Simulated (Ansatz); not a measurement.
`NB(Cl)Cl` + HBr → `ClB(Cl)Br` + NH₃ at 500 K and 1 bar (ligand exchange at a B–N bond).

Program: Ansatz. Geometries: PBE0-D4/def2-TZVP. ΔE: electronic, gas phase. CCSD(T)/CBS adds triple-zeta CCSD(T) − MP2 to the extrapolated MP2 energy (def2 sets, frozen cores). This one scheme is used for every species. For Br outer-core shells are correlated without core-valence functions, which leaves a few kJ/mol of doubt a bond. Scalar relativity is left out up to krypton. One conformer a species, not always the lowest.

```json
{"species": "`NB(Cl)Cl`", "CCSD(T)/CBS energy (Eh)": "-1000.39362", "H − E (kJ/mol)": "120.6", "S (J/(mol·K))": "335.8"}
{"species": "HBr", "CCSD(T)/CBS energy (Eh)": "-2573.91920", "H − E (kJ/mol)": "30.5", "S (J/(mol·K))": "213.7"}
{"species": "`ClB(Cl)Br`", "CCSD(T)/CBS energy (Eh)": "-3517.78256", "H − E (kJ/mol)": "47.4", "S (J/(mol·K))": "346.0"}
{"species": "NH₃", "CCSD(T)/CBS energy (Eh)": "-56.50880", "H − E (kJ/mol)": "108.2", "S (J/(mol·K))": "211.8"}
```

H − E and S are ideal-gas, rigid-rotor, harmonic terms from PBE0-D4/def2-TZVP, for one conformer and one mirror image of each species. 1 Eh = 2625.50 kJ/mol, R = 8.31446 J/(mol·K).

**Question.** By hand: ΔE, ΔH, ΔS and ΔG.

**Answer.** ΔE = (-3517.78256) + (-56.50880) − (-1000.39362) − (-2573.91920) = 0.02146 Eh = 56.3 kJ/mol. Δ(H − E) = 47.4 + 108.2 − 120.6 − 30.5 = 4.5, so ΔH = 60.8 kJ/mol. ΔS = 346.0 + 211.8 − 335.8 − 213.7 = 8.3 J/(mol·K). ΔG = 60.8 − 500 × (8.3)/1000 = 56.6 kJ/mol.

**Question.** By hand: the equilibrium constant, and the temperature at which ΔG would vanish if ΔH and ΔS stayed fixed.

**Answer.** log₁₀ K = −ΔG/(RT ln 10) = -5.9. ΔG = 0 at ΔH/ΔS = 7325 K, far beyond where these terms or the molecules hold.

The number of gas molecules stays the same, so ΔS is small and ΔH decides. A doubt of 5 kJ/mol in ΔE shifts log₁₀ K by 0.5 here. Other conformers and mirror images would add mixing entropy, several J/(mol·K) or more a flexible species. These are equilibria of isolated gas molecules and say nothing of rates. Largest T1 diagnostic: 0.010 (customary marks: 0.02 for closed shells, 0.045 for open ones).
